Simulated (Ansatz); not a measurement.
Correlation energies of CH5InSe (`C[Se][InH2]`) by basis set

Cartesian coordinates in Å:
```
C -0.075 1.111 -1.023
Se 0.697 0.986 0.778
In 0.125 -1.375 1.336
H 0.721 1.370 -1.718
H -0.526 0.165 -1.317
H -0.832 1.893 -1.018
H -0.725 -2.198 0.089
H 0.615 -1.953 2.871
```

The species carries charge 0 and has multiplicity 1. Correlated methods include outer-core shells of In, Se, which these sets cover unevenly. Scalar relativity is left out up to krypton. In takes the def2 core potential. The geometry is a stationary point of PBE0-D4/def2-TZVP. Frozen core, restricted reference, the Gaussian-basis code of Ansatz.

| basis | HF (Eh) | MP2 corr. | CCSD corr. | (T) | CCSD(T) total |
| --- | --- | --- | --- | --- | --- |
| def2-SVP | -2629.50892 | -0.47406 | -0.50841 | ? | ? |
| def2-TZVPP | -2629.86082 | ? | -0.76754 | ? | ? |
| def2-QZVPP | ? | -1.24896 | – | – | – |

Q: Fill in the withheld values. (Estimate.)

A: Ansatz gave: def2-SVP (T): -0.01484; def2-SVP CCSD(T) total: -2630.03217; def2-TZVPP MP2 corr.: -0.74587; def2-TZVPP (T): -0.02692; def2-TZVPP CCSD(T) total: -2630.65528; def2-QZVPP HF (Eh): -2629.91145.
